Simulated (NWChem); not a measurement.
# PbICl, singlet; SMILES [Cl][Pb][I]

```xyz
3

Pb    -0.4704     0.8560     0.0000
Cl     1.8126     1.8874     0.0000
I      0.1464    -1.9298     0.0000
```
Atoms are numbered in this order, from 1.

Results from NWChem. Medium grid unless said otherwise, to which SCAN and Minnesota functionals are sensitive. Low-valent species are run as closed-shell singlets; no triplet was tried in these runs. Coordinates come from a PBE-D3(BJ)/def2-SVP optimisation. def2 effective core potentials on I, Pb; no spin-orbit coupling.

Problem. Order these by “highest occupied level (eV)”, lowest first: PW91/def2-SVP; TPSSh/def2-SVP; LRC-wPBEh/def2-SVP; BHandHLYP/def2-SVP; B97-2/def2-SVP.

Solution. LRC-wPBEh/def2-SVP (-9.08), BHandHLYP/def2-SVP (-8.20), B97-2/def2-SVP (-7.06), TPSSh/def2-SVP (-6.75), PW91/def2-SVP (-6.25)
